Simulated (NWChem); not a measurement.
Species: trimethylsulfonium (C3H9S cation); SMILES C[S+](C)C

```xyz
13

C      0.7655    -1.4547     0.2663
S      0.0000     0.0000    -0.5235
C      0.8771     1.3903     0.2663
C     -1.6426     0.0644     0.2663
H      0.7208    -1.3694     1.3546
H      1.8006    -1.5067    -0.0802
H      0.2223    -2.3373    -0.0801
H      0.8255     1.3089     1.3546
H      0.4046     2.3127    -0.0802
H      1.9130     1.3611    -0.0801
H     -1.5463     0.0605     1.3546
H     -2.1353     0.9761    -0.0801
H     -2.2051    -0.8060    -0.0802
```
Atoms are numbered in this order, from 1.

Results from NWChem. Geometry: optimised at B3LYP/6-31G* (spherical d).

Predict the results for TPSS/def2-SVP. Quantities: highest occupied level (eV); orbital gap (eV).


```yaml
highest occupied level (eV): -13.18
orbital gap (eV): 7.75
```
